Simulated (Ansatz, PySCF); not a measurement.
Spin states of H3O3Re (SMILES [OH][Re]([OH])[OH]), each relaxed with B3LYP-D3(BJ)/def2-TZVP.
State 1 (charge 0, multiplicity 3):
```xyz
7

Re     0.05383    -0.07168    -0.10341
O     -1.21816    -1.41230    -0.36952
H     -2.05388    -1.29241     0.10755
O      0.16820     1.37377    -1.27977
H     -0.33409     2.16148    -1.01969
O      1.22639    -0.18176     1.34602
H      2.05570    -0.65271     1.16964
```
State 2 (charge 0, multiplicity 1):
```json
[
 {"atom": "Re", "x (Å)": "-0.0743", "y (Å)": "0.1172", "z (Å)": "-0.1118"},
 {"atom": "O", "x (Å)": "-1.1091", "y (Å)": "-1.4098", "z (Å)": "-0.3047"},
 {"atom": "H", "x (Å)": "-1.7330", "y (Å)": "-1.5652", "z (Å)": "0.4266"},
 {"atom": "O", "x (Å)": "0.1440", "y (Å)": "1.7409", "z (Å)": "-0.8977"},
 {"atom": "H", "x (Å)": "-0.1859", "y (Å)": "2.2799", "z (Å)": "-1.6205"},
 {"atom": "O", "x (Å)": "1.0556", "y (Å)": "-0.3392", "z (Å)": "1.3200"},
 {"atom": "H", "x (Å)": "1.8007", "y (Å)": "-0.8995", "z (Å)": "1.0390"}
]
```

Singlets are restricted, other states unrestricted; no spin–orbit coupling, no relativity up to Kr; see below for the cores. The largest T1 diagnostic is 0.028.

Correlated levels freeze the inner cores; with def2 sets outer-core shells near the valence are correlated too. CBS(a, b) extrapolates the correlation energy as X⁻³ and adds the Hartree–Fock energy of set b.

Programs: Ansatz (Gaussian basis) for Hartree–Fock, density functionals and correlated methods; PySCF for the dispersion terms.  In def2 rows elements past Kr take small-core potentials, without spin–orbit coupling.

PBE/def2-TZVPP gives 0.841 eV for the energy of the multiplicity-1 state less that of the multiplicity-3 state.

Question: Predict the shift from PBE, with its sign, for: PBE-D3(BJ)/def2-TZVPP, r2SCAN/def2-TZVPP, PBE0/def2-TZVPP, wB97M-V/def2-TZVPP, B2PLYP/def2-TZVPP, CCSD(T)/CBS(def2-SVP, def2-TZVPP).

Answer: PBE-D3(BJ)/def2-TZVPP -0.001; r2SCAN/def2-TZVPP 0.247; PBE0/def2-TZVPP 0.140; wB97M-V/def2-TZVPP -0.021; B2PLYP/def2-TZVPP 0.008; CCSD(T)/CBS(def2-SVP, def2-TZVPP) -0.013 eV. 3 of 6 lie above PBE; the widest gap is to r2SCAN/def2-TZVPP.

Doubts at one or more of the structures used: a restricted determinant that unrestricted orbitals would lower (B2PLYP/def2-TZVPP, CCSD(T)/CBS(def2-SVP, def2-TZVPP)).

Ansatz is a first-principles code.
